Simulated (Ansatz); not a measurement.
Ansatz (a program for electronic structure) input:

Ansatz 0.2 input:
```yaml
crystal:
  periodic: [false, false, false]
  atoms:
    - {symbol: Br, position_ang: [2.05155216, -1.16709316, 0.38504275]}
    - {symbol: C, position_ang: [0.35840448, -0.36350921, 0.10699171]}
    - {symbol: C, position_ang: [-0.85090344, -1.07984841, 0.22951701]}
    - {symbol: C, position_ang: [-2.01423254, -0.46891997, 0.02383935]}
    - {symbol: Se, position_ang: [-1.64015217, 1.34764952, -0.41101169]}
    - {symbol: C, position_ang: [0.18153725, 0.94013449, -0.22560581]}
    - {symbol: H, position_ang: [-3.02736972, -0.82959217, 0.06689241]}
    - {symbol: H, position_ang: [0.93938359, 1.69062748, -0.37744497]}
basis:
  gaussian:
    orbitals: def2-TZVPD
hamiltonian:
  xc: {name: B97M-V}
magnetization: {spin_polarized: true, initial_magnetization: 1}
output: {forces: true}
```

### Question
Which total energy does the run end on?

### Answer
-5128.39368 Eh (B97M-V/def2-TZVPD). The basis has 280 functions.

It need not be the lowest isomer of its formula.
